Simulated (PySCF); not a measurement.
Compound: C5H5ClFO2 (doublet state).
Z-matrix (Å and degrees, GFN2-xTB geometry), rows numbered from 1:
```
O 
C   1  1.2039
C   2  1.4912  1  120.75
C   3  1.3094  2  129.83  1  -179.69
Cl  4  1.6430  3  138.70  2    -0.22
C   2  1.5201  1  123.39  3  -179.24
O   6  1.4133  2  113.08  1    -4.16
C   7  1.3700  6  115.45  2    72.05
F   8  1.3807  7  110.51  6    67.54
H   3  1.0828  2  111.79  1     0.13
H   6  1.0988  2  109.04  1   119.66
H   6  1.0926  2  109.33  1  -121.36
H   8  1.0988  7  114.06  6   -51.77
H   8  1.0942  7  107.39  6  -175.88
```

The hyperfine couplings belong to this conformer and change with its torsions.

Identity: `O=C(/C=[C]\Cl)COCF` [radical].

Method: PySCF 2.14.0, UKS B3LYP, pcH-1 on C Cl F H O, non-relativistic, mean-field spin-orbit, GIAO. Geometry: GFN2-xTB, one conformer, isolated molecule. A GFN2-xTB geometry isn't a minimum of the functional, and hyperfine couplings can be far from their values at a DFT geometry. The SCF solution wasn't tested for stability.

Question: The isotropic 13C couplings are +448.8, +64.1, +11.0, +8.4 MHz. Assign them to C2; C3; C4; C6.

Answer: 
```tsv
site	a_iso (MHz)	ρ(0) (bohr⁻³)	position	distance from C4 (Å)	spin population	largest |T| (MHz)
C2	+64.1	+0.0570	2 bonds from C4	2.54	+0.06	11.6
C3	+11.0	+0.0098	1 bond from C4	1.31	-0.12	19.4
C4	+448.8	+0.3990	largest spin population	0.00	+0.88	127.4
C6	+8.4	+0.0075	3 bonds from C4	3.01	0.00	1.5
```

ρ(0) is the spin density at the nucleus and T the dipolar tensor; a_iso includes a spin–orbit part; entries for several nuclei are means. The Mulliken spin populations are largest on C4 (+0.88), Cl5 (+0.13) and C3 (-0.12). C4 is the only atom above +0.15. The positive populations add up to 1.12 and the negative ones to -0.12, together 2S = 1.

Nuclei that the bonding pattern makes equivalent are averaged, as if the motion that swaps them (rotation, inversion, ring flip) were fast.

Hardware: an Arm Neoverse V2 with one thread, no GPU, shared host with 96 logical CPUs at a one-minute load of 46. Cost: 1.7 min wall (grids of density and orbitals included), 0.97 GiB resident at most.
